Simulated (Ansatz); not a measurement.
thiourea (CH₄N₂S), singlet, geometry from GFN2-xTB; Ansatz (an electronic-structure program) with BLYP/6-31G*.

Here is a job for Ansatz.
Ansatz 0.2 input:
```yaml
crystal:
  periodic: [false, false, false]
  atoms:
    - {symbol: N, position_ang: [0.84063889, -1.21868002, -0.43521389]}
    - {symbol: C, position_ang: [-0.07340802, -0.30783895, -0.02671367]}
    - {symbol: N, position_ang: [-1.31379611, -0.76552040, 0.26302879]}
    - {symbol: S, position_ang: [0.30715846, 1.28807913, 0.11177703]}
    - {symbol: H, position_ang: [0.67514581, -2.20504393, -0.31991705]}
    - {symbol: H, position_ang: [1.79486212, -0.90665769, -0.49376199]}
    - {symbol: H, position_ang: [-1.60346404, -1.68788922, -0.01790421]}
    - {symbol: H, position_ang: [-2.02853056, -0.07323863, 0.40872847]}
basis:
  gaussian:
    orbitals: 6-31G*
    final_grid: {core_spheres: 6, valence_spheres: 12, degree: 29}
hamiltonian:
  xc: blyp
```

**Question.** Write the output that Ansatz gives for this input, abridged.

**Answer.** 
```
Functional definition: BLYP
913 factors; their error is unknown
mean field evaluation 1: about -14906.3612 eV, gradient 6.8e1 eV
mean field evaluation 2: about -14890.2864 eV, gradient 1.1e2 eV
mean field evaluation 4: about -14915.5065 eV, gradient 7.3e0 eV
mean field evaluation 8: about -14915.5997 eV, gradient 3.1e-1 eV
mean field evaluation 16: about -14915.5999 eV, gradient 1.7e-5 eV
mean field -14915.59987893 eV, -548.1381853940 hartree, gradient 8.2e-6 eV, S^2 0.000000; 0 other end points of the search recorded, 0 dependent functions left out
reference -14915.60014779 eV, -548.1381952745 hartree; 20, 20 occupied and 52, 52 virtual orbitals, 913 factors
Total energy: -14915.60014779 eV, -548.1381952745 hartree
```
